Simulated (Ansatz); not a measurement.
Reactions of C3H6S2 (`CCSC=S`).

Calculated with Ansatz (gas phase, PBE0-D4/def2-TZVP geometries, no zero-point term in ΔE). CCSD(T)/CBS adds triple-zeta CCSD(T) − MP2 to the extrapolated MP2 energy (def2 sets, frozen cores). This one scheme is used for every species. DFT in def2-TZVPP. Elements past krypton have def2 core potentials. For Te outer-core shells are correlated without core-valence functions, which leaves a few kJ/mol of doubt a bond. One conformer a species, not always the lowest.

```csv
reaction,MP2/CBS(def2) (eV),PBE-D4 (eV),HF/CBS(def2) (eV)
`CCSC=S` + `CNBCl` → `CNB(C)Cl` + `CSC=S`,-0.44,-0.45,-0.40
`CCSC=S` + `CC#CO` → `CC#COC=S` + `CCS`,0.46,0.41,0.20
`CCSC=S` + `NBS` → `CCB(N)S` + `S=CS`,-0.32,-0.31,-0.34
`CCSC=S` + `[SiH3][TeH]` → `CC[Te][SiH3]` + `S=CS`,-0.08,0.01,0.04
`CCSC=S` + `S[Si]S` → `CS[Si]S` + `CSC=S`,0.13,0.09,0.15
`CCSC=S` + CH₃SH → `CSC=S` + `CCS`,0.01,0.00,-0.01
```

Task: Give the CCSD(T)/CBS values in the same order. (Best estimate.)

Result: Ansatz gave: -0.43, 0.39, -0.35, -0.05, 0.14, 0.01 eV.

Largest T1 diagnostic: 0.018, for `S=CS`.
